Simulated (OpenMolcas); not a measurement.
**How basis sets differ on SiCNCl2F (SMILES N#C[Si](F)(Cl)Cl)**

SiCNCl2F: 6 atoms, total charge 0, spin state singlet. As SMILES, `N#C[Si](F)(Cl)Cl`. Geometry: relaxed at PBE0-D4/def2-TZVP.

Quantity: the HOMO–LUMO gap, in eV. The values are calculated.

```csv
level,kind,program,value (eV),CPU time
HF/ANO-R0 (sfX2C),Hartree–Fock,OpenMolcas,16.47,5.2 s
HF/ANO-RCC-MB (DKH2),Hartree–Fock,OpenMolcas,16.23,8.8 s
HF/STO-3G,Hartree–Fock,OpenMolcas,18.32,5.7 s
HF/3-21G,Hartree–Fock,OpenMolcas,16.15,9.4 s
HF/cc-pVDZ,Hartree–Fock,OpenMolcas,16.01,19 s
```

The values span 16.01 to 18.32 eV. A Hartree–Fock LUMO above zero doesn't converge with the basis: it sinks as sets grow more diffuse. Orbital gaps aren't excitation energies. Times are those of the runs behind each value, whatever else they computed, on shared processors of several kinds: orders of magnitude only.
